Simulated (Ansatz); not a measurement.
CH6F2O2Si2, SMILES `O[SiH](O)C[SiH](F)F`. Total charge 0; spin multiplicity 1.

```tsv
atom	x (Å)	y (Å)	z (Å)
O1	-0.420	0.240	-2.512
Si2	-0.014	-0.501	-1.112
O3	-1.359	-1.256	-0.535
C4	0.571	0.845	0.036
Si5	0.164	0.531	1.801
F6	1.168	1.301	2.764
F7	0.360	-1.025	2.115
H8	-0.848	-0.290	-3.186
H9	1.057	-1.515	-1.306
H10	-1.225	-1.983	0.076
H11	1.653	0.970	-0.074
H12	0.101	1.788	-0.266
H13	-1.208	0.896	2.198
```

What are the harmonic wavenumbers in cm⁻¹ at PBE0-D4/def2-TZVP (Ansatz, finite differences of forces, unscaled)? (Estimate.)

The calculation gave: 36, 42, 85, 186, 206, 230, 259, 299, 337, 343, 363, 634, 659, 759, 773, 801, 827, 836, 847, 865, 885, 920, 929, 981, 1014, 1068, 1383, 2211, 2288, 3060, 3118, 3914, 3920.

Is this a minimum?

Yes, all 33 modes are real.

Give the ideal-gas thermochemistry at 298.15 K and 1 bar (rigid rotor, harmonic oscillator; point group C1, symmetry number 1).

Zero-point energy 209.8 kJ/mol; H(298) − E = 238.6 kJ/mol; entropy 418.4 J/(mol·K), of which translation 170.9, rotation 121.7, vibration 125.9; G(298) − E = 113.8 kJ/mol. Modes under 100 cm⁻¹ are hindered rotations or soft bends, so the harmonic entropy is rough.
